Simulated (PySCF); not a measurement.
C2HCl2, SMILES [C](Cl)=CCl, multiplicity 2. The structure is a stationary point at r2SCAN-D4/def2-SVP. The isomer is the one that the SMILES or the coordinates give; other isomers of the formula were not compared.

Computed equilibrium geometry at r2SCAN-D4/def2-SVP (PySCF confirms it by a frequency run) as bond lengths and angles, and its point group:
point group Cs.
Atoms: Cl1 C2 C3 Cl4 H5. Bonded distances (Å): Cl1–C2 1.665, C2–C3 1.323, C3–Cl4 1.746, C3–H5 1.093. Bond angles (°): Cl1–C2–C3 136.1, C2–C3–Cl4 123.3, C2–C3–H5 122.1, Cl4–C3–H5 114.6.
Charge 0, spin multiplicity 2.
